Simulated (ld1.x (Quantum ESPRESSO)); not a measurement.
**What the settings do to the TM potential of B (Z = 5)**

Base potential:

```
Element                 : B (Z = 5)
Generator               : ld1.x (Quantum ESPRESSO) 7.5
Type                    : norm-conserving Troullier–Martins (Kleinman–Bylander form)
Functional              : revPBE
Relativity              : non-relativistic
Frozen core             : [He]
Valence charge          : 3
Reference configuration : 2s1 2p0 (charge +2)
Partial waves           : 2s (bound): rc 1.45 bohr; 2p (bound, empty): rc 1.60 bohr; 3d channel at 0.25 Ry: rc 1.30 bohr
Local potential         : all-electron potential smoothed inside 1.40 bohr (lloc = -2)
Core correction         : none
```

All-electron outer shells of the reference configuration (revPBE, non-relativistic, ld1.x):

```
shell  level (eV)  outermost node (bohr)  outermost maximum (bohr)
   2s      -31.46                   0.45                      1.37
   2p      -25.40                      –                      1.27
```

Cutoffs, loose and tight: the cutoffs (Ry, on a coarse ladder) from which the occupation-weighted sum of valence levels, in a spherical-Bessel basis at the reference potential, stays within 10 and 1 mRy of its value at 400 Ry. They do not see the model core or the augmentation charge, which bear on the density cutoff. Test errors are all-electron minus pseudo excitation energies from the reference, over the configurations 2s2 2p1; 2s2 2p0; 2s2 2p0.5; 2s1 2p2; 2s0 2p3; 2s2 2p1.3; 2s1 2p1. A dash means not determined; rows that change the core or the reference have their own tests.

For the base: The cutoffs count occupied waves only; the empty 2p level needs 30 Ry at the loose tolerance.

| change | outcome | cutoff, loose | cutoff, tight | bound ghosts | largest test error (meV) |
| --- | --- | --- | --- | --- | --- |
| base | generated | 18 Ry | 50 Ry | none | +312 |
| core correction a·sin(br)/r model core inside 1.42 bohr | generated | 18 Ry | 50 Ry | none | +299 |
| wave 2p (bound): rc 1.60 bohr becomes 2p (bound): rc 1.00 bohr | generated | 18 Ry | 50 Ry | none | +296 |
| wave 3d channel at 0.25 Ry: rc 1.30 bohr becomes 3d channel at 3.87 Ry: rc 1.30 bohr | generated | 18 Ry | 50 Ry | none | +312 |
| local potential the d channel | generated | 18 Ry | 50 Ry | none | +314 |
| scalar-relativistic | generated | 18 Ry | 50 Ry | none | +312 |
| all radii scaled by about 0.76 (s 1.10, p 1.22, d 0.98 bohr); local potential all-electron potential smoothed inside 1.06 bohr (lloc = -2) | generated | 21 Ry | 60 Ry | none | +316 |
| local potential all-electron potential smoothed inside 0.84 bohr (lloc = -2) | generated | 18 Ry | 50 Ry | none | +314 |

Problem. What comes out with this change to the base: type ultrasoft; waves now 2s (bound): rcut 1.25, rcutus 1.45 bohr; 2s channel at 3.05 Ry: rcut 1.25, rcutus 1.45 bohr; 2p (bound): rcut 1.40, rcutus 1.60 bohr; 2p channel at -0.1 Ry: rcut 1.40, rcutus 1.60 bohr; 3d channel at 0.25 Ry: rcut 1.15, rcutus 1.30 bohr; local potential all-electron potential smoothed inside 1.05 bohr (lloc = -1); augmentation PSQ, inside the norm-conserving radii?

Solution. outcome: generated; cutoff, loose: 6 Ry; cutoff, tight: 15 Ry; bound ghosts: none; largest test error (meV): +241.

Problem. What comes out with this change to the base: functional LDA (PZ)?

Solution. outcome: generated; cutoff, loose: 18 Ry; cutoff, tight: 50 Ry; bound ghosts: none; largest test error (meV): +231.
